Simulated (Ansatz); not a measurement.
`[F][Ta](=[S])([Cl])[Cl]` and `[NH2][Ta]([F])(=[S])[Cl]` differ in one atom or group.

Ansatz, PBE0-D4/def2-TZVP geometries, multiplicity 1. Each molecule was computed in one conformer, which needn't be the lowest.

Elements past krypton have def2 core potentials.

```
                                                                                  property  `[F][Ta](=[S])([Cl])[Cl]`
                                                        LUMO energy (PBE0/def2-TZVPP) / eV                      -2.75
                                                         LUMO energy (PBE/def2-TZVPP) / eV                      -3.47
                                                         HOMO energy (PBE/def2-TZVPP) / eV                      -7.12
ideal-gas entropy at 298 K and 1 bar (rigid rotor, harmonic PBE0-D4/def2-TZVP) / J/(mol·K)                        371
                                                       HOMO–LUMO gap (PBE/def2-TZVPP) / eV                       3.65
                                            zero-point energy (PBE0-D4/def2-TZVP) / kJ/mol                       16.9
```

Give the same properties after the change, and the shifts. (Best estimate.)

Ansatz gave: 
| property | `[NH2][Ta]([F])(=[S])[Cl]` | shift |
| --- | --- | --- |
| LUMO energy (PBE0/def2-TZVPP) / eV | -2.09 | 0.66 |
| LUMO energy (PBE/def2-TZVPP) / eV | -2.86 | 0.61 |
| HOMO energy (PBE/def2-TZVPP) / eV | -6.67 | 0.45 |
| ideal-gas entropy at 298 K and 1 bar (rigid rotor, harmonic PBE0-D4/def2-TZVP) / J/(mol·K) | 370 | -1 |
| HOMO–LUMO gap (PBE/def2-TZVPP) / eV | 3.81 | 0.16 |
| zero-point energy (PBE0-D4/def2-TZVP) / kJ/mol | 80.2 | 63.3 |

With PBE0 the HOMO rises by 0.44 eV and the LUMO rises by 0.66 eV, so the gap widens by about 0.22 eV. PBE moves the HOMO by 0.45 eV and ωB97M-V by 0.40 eV. The zero-point energy changes by 63.3 kJ/mol with +6 modes.

Positive LUMOs are unbound, so they and the gaps depend on the basis.
